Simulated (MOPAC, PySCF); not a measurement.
CH5NSi, SMILES `[Si](C)N` (lower singlet), neutral singlet in the gas phase. This singlet lies 1.90 eV below the relaxed triplet at the level frozen-core CCSD(T)/cc-pVTZ // B3LYP-D3(BJ)/def2-TZVP (Ansatz).

Cartesian coordinates (Å):
```xyz
8

C      1.1945    -0.0208     0.1611
Si    -0.1169     0.3625    -1.1783
N     -1.5342     0.0416    -0.2677
H      1.7886     0.8803     0.3498
H      1.8986    -0.7681    -0.2197
H      0.7962    -0.3761     1.1154
H     -1.5669    -0.2639     0.6958
H     -2.4566     0.1453    -0.6629
```
Charge 0, spin multiplicity 1.

All levels are single points at this geometry (B3LYP-D3(BJ)/def2-TZVP); Pople sets use spherical d functions. Orbital energies aren't observables, and empty levels follow the basis.

```csv
level,HOMO (eV),LUMO (eV),gap (eV),dipole (D),"vertical IE, Delta-SCF (eV)"
B3LYP-D3(BJ)/def2-TZVP in PySCF,-5.87,-1.26,4.62,1.88,–
B3LYP/3-21G in PySCF,-5.52,-0.86,4.66,2.56,–
B3LYP/LANL2DZ in PySCF,-5.66,-1.16,4.50,2.04,–
M06-2X/6-31G* in PySCF,-6.87,-0.01,6.87,2.12,–
SVWN5/6-31G* in PySCF,-4.79,-1.76,3.03,2.47,8.15
AM1 in MOPAC,-7.36,-0.02,7.33,2.33,–
```
